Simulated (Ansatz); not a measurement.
Reaction (isomerisation): `C[SiH]1[SiH2]S1` → `[SiH3][SiH]1CS1`

Isolated molecules relaxed with PBE0-D4/def2-TZVP in Ansatz; ΔE leaves out vibrations. CCSD(T)/CBS adds triple-zeta CCSD(T) − MP2 to the extrapolated MP2 energy (def2 sets, frozen cores). Functionals use def2-TZVPP. B3LYP here is the variant with VWN-RPA as its local correlation; programs differ in this. HSE06 is defined as in plane-wave codes.

`C[SiH]1[SiH2]S1`:

```xyz
10

C    -0.806    1.540    0.030
Si   -0.414   -0.197   -0.516
Si    1.028   -1.557    0.540
S     1.571   -0.539   -1.281
H    -0.009    1.932    0.665
H    -1.744    1.559    0.590
H    -0.912    2.195   -0.838
H    -1.485   -0.772   -1.368
H     0.981   -3.035    0.440
H     1.789   -1.126    1.738
```

`[SiH3][SiH]1CS1`:

Cartesian coordinates in Å:
```
Si -0.926 0.251 -1.530
Si 0.823 -0.088 -0.035
C 0.425 -0.375 1.749
S 1.050 1.346 1.481
H -2.112 0.686 -0.749
H -1.244 -1.002 -2.266
H -0.560 1.303 -2.515
H 2.061 -0.719 -0.555
H 1.093 -0.989 2.346
H -0.610 -0.414 2.074
```

Question: Is it downhill or uphill in electronic energy at CCSD(T)/CBS, and by how much? (An estimate is asked.)

Answer: Ansatz gave: Uphill: ΔE = +120.1 kJ/mol.

Question: What do these levels give: PBE-D4, BLYP-D4, r2SCAN-D4, B3LYP-D4, r2SCANh-D4, r2SCAN0-D4, ωB97M-V, r2SCAN, HSE06, MP2/def2-SVP, MP2/def2-QZVPP, SCS-MP2/def2-QZVPP? (An estimate is asked.)

Answer: Computed: PBE-D4 118.0, BLYP-D4 111.5, r2SCAN-D4 124.3, B3LYP-D4 116.2, r2SCANh-D4 125.2, r2SCAN0-D4 126.5, ωB97M-V 121.4, r2SCAN 124.2, HSE06 121.9, MP2/def2-SVP 119.6, MP2/def2-QZVPP 123.7, SCS-MP2/def2-QZVPP 118.4 kJ/mol.

Largest T1 diagnostic among the species: 0.013.

From BLYP to BHLYP (50 % exact exchange), in def2-TZVPP and without D4, ΔE moves by +9.0 kJ/mol. Leaving LDA and LC-ωPBE aside and taking each functional with its dispersion term where it has one, the values, not all of them listed here, spread over 15.3 kJ/mol, from BLYP-D4 to B97M-V. LDA lies +4.0 kJ/mol from PBE without D4.
